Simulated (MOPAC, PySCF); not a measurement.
C$_{4}$H$_{4}$O$_{2}$, SMILES `Oc1ccco1` (H–O–C–O torsion 180°), neutral singlet in the gas phase. 

Cartesian coordinates (Å):
SMILES: Oc1ccco1
```xyz
10

O      2.1577    -0.5624     0.2433
C      0.8619    -0.2600     0.1009
C      0.1670     0.8865    -0.0793
C     -1.2065     0.4787    -0.1535
C     -1.2225    -0.8580    -0.0136
O      0.0573    -1.3246     0.1447
H      2.6793     0.2448     0.2026
H      0.5658     1.8833    -0.1505
H     -2.0639     1.1143    -0.2937
H     -1.9961    -1.6026    -0.0009
```
Charge 0, multiplicity 1.

All levels are single points at this geometry (CAM-B3LYP-D3(BJ)/def2-TZVP); Pople sets use spherical d functions. Orbital energies aren't observables, and empty levels follow the basis.

```tsv
level	HOMO (eV)	LUMO (eV)	gap (eV)	dipole (D)	vertical IE, Delta-SCF (eV)
CAM-B3LYP-D3(BJ)/def2-TZVP in PySCF	-7.34	1.52	8.86	1.99	8.27
B3LYP/6-311+G** in PySCF	-5.93	-0.36	5.58	2.12	–
B3LYP/6-31G* in PySCF	-5.46	1.07	6.53	1.94	7.96
PBE/6-31G* in PySCF	-4.54	0.32	4.86	1.84	7.86
SVWN5/6-31G* in PySCF	-4.71	0.11	4.83	1.93	8.10
HF/3-21G in PySCF	-8.38	5.11	13.49	2.62	–
HF/STO-3G in PySCF	-6.44	8.30	14.74	1.67	–
AM1 in MOPAC	-9.04	0.90	9.95	1.55	–
PM6 in MOPAC	-9.20	0.62	9.81	1.49	–
```
